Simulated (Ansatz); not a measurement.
Geometry optimisation, RKS PBE0/STO-3G (Ansatz 0.2.0).

The input (input.yaml):

```yaml
crystal:
  periodic: [false, false, false]
  atoms:
    - { symbol: C, position_ang: [-0.3921, -2.0149, 1.2205] }
    - { symbol: C, position_ang: [-0.2152, -0.9913, 0.3672] }
    - { symbol: C, position_ang: [-0.0955, -0.562, -0.9288] }
    - { symbol: C, position_ang: [0.0285, -0.8311, -2.201] }
    - { symbol: C, position_ang: [0.0645, 0.4034, 0.1251] }
    - { symbol: C, position_ang: [1.4342, 0.9463, 0.4727] }
    - { symbol: C, position_ang: [-1.0294, 1.3987, 0.3435] }
    - { symbol: H, position_ang: [-0.4264, -1.7752, 2.2708] }
    - { symbol: H, position_ang: [-0.6063, -2.9627, 0.8948] }
    - { symbol: H, position_ang: [-0.2135, -1.8514, -2.5266] }
    - { symbol: H, position_ang: [0.129, -0.0665, -2.911] }
    - { symbol: H, position_ang: [2.2403, 0.1906, 0.3343] }
    - { symbol: H, position_ang: [1.6242, 1.8255, -0.1657] }
    - { symbol: H, position_ang: [1.4534, 1.2566, 1.5401] }
    - { symbol: H, position_ang: [-2.04, 0.9643, 0.0915] }
    - { symbol: H, position_ang: [-0.8928, 2.3146, -0.2704] }
    - { symbol: H, position_ang: [-1.0819, 1.7547, 1.3831] }
basis:
  gaussian: { orbitals: STO-3G }
hamiltonian:
  xc: pbe0
relax:
  f_tol: 0.02
  max_steps: 40
output:
  orbitals: {}
```

Command:

```bash
$ ansatz run input.yaml --threads 1 --pin off --max-ram 2048MiB --backend cpu --events-out ev --progress --plain --runs-dir out
```

Q: Where does it end, and by what steps?

A: The run converged. Limits of this set-up: minimal basis. After 7 steps the energy has fallen by 0.721 eV; H10 moved furthest, 0.13 Å.

```tsv
step	energy less start (eV)	largest force component (eV/Å)	accepted
0	0.0000	4.652	yes
1	-0.5868	1.610	yes
2	-0.6840	0.732	yes
3	-0.6919	0.586	yes
4	-0.7022	0.494	yes
5	-0.7183	0.283	yes
6	-0.7209	0.082	yes
7	-0.7215	0.017	yes
```

```xyz
17
Properties=species:S:1:pos:R:3
C -0.435 -2.016 1.271
C -0.211 -1.041 0.398
C -0.057 -0.592 -0.963
C -0.034 -0.850 -2.265
C 0.069 0.427 0.151
C 1.466 0.982 0.492
C -1.074 1.441 0.356
H -0.457 -1.831 2.351
H -0.607 -3.049 0.950
H -0.198 -1.861 -2.655
H 0.151 -0.065 -3.007
H 2.238 0.220 0.328
H 1.692 1.853 -0.138
H 1.501 1.297 1.544
H -2.043 0.990 0.111
H -0.922 2.318 -0.287
H -1.097 1.778 1.401
```

The run took 60 s on 1 thread of Arm Neoverse N1, on a shared host, peak memory 0.14 GiB.
